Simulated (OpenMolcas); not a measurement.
# Ru5+: moving or changing the point charges

Ru5+ among 6 point charges of -1.7 e arranged as an octahedron (Oh), 1.85 Å from the ion.

* Program: OpenMolcas
* Method: CASSCF
* Basis: ANO-RCC-VDZP [6s5p3d1f]
* Scalar Hamiltonian: DKH2, point nucleus
* Active space: 3 electrons in 5 orbitals (4d)
* State averaging: 2S+1 = 4 even, 10 roots; 2S+1 = 2 even, 40 roots
* Spin-orbit coupling: RASSI with atomic mean-field integrals over the reference wave functions

Runs around this geometry, states (labels of O, the rotations of Oh). Energies in cm-1 above the lowest state or level, χT in cm3 K/mol; 10Dq and B are least-squares fits to the states below 45000 cm-1, weighted by degeneracy, with a free offset, and given where the rms deviation is under 5 % of |10Dq| (or 100 cm-1) and under 700 cm-1.

```tsv
R (Å)	q (e)	Ground state	First state of that spin	10Dq	B (rms of fit)	First gap with spin-orbit (degeneracies)	χT at 300 K	First state of another spin
1.85	-0.85	4A2	4T2 3998	4108	994 (46)	3837 (4, 4)	0.659	2E 18128
1.85	-1.7	4A2	4T2 7942	8176	988 (91)	7720 (4, 4)	1.112	2E 18490
1.93	-1.7	4A2	4T2 6466	6658	991 (76)	6265 (4, 4)	0.980	2E 18400
```

Taking |10Dq| as R^-n, n = -ln(6658 / 8176) / ln(1.93 / 1.85) = 4.9 between the shortest and longest distance. The point-charge formula for a cubic d site gives n = 5.

Scaling the charges by -0.85 / -1.7 = 0.50 scales |10Dq| by 4108 / 8176 = 0.50; with fixed orbitals a first-order splitting would follow the charge.

Without dynamic correlation the repulsion within the d shell is too large (B by tens of per cent), so at a given field states of lower spin stand too high. This field is weak: 10Dq is about 4108 cm-1, while octahedral complexes of 4d ions of charge 3 and more, computed by the same method with explicit ligands, had a median near 25000 cm-1. Ground spin and moment need not be those of a real site (figures for R = 1.85, q = -0.85; the like holds for R = 1.85, q = -1.7, R = 1.93, q = -1.7). This is an electrostatic model: the charges have no orbitals. No measured value stands beside these numbers.
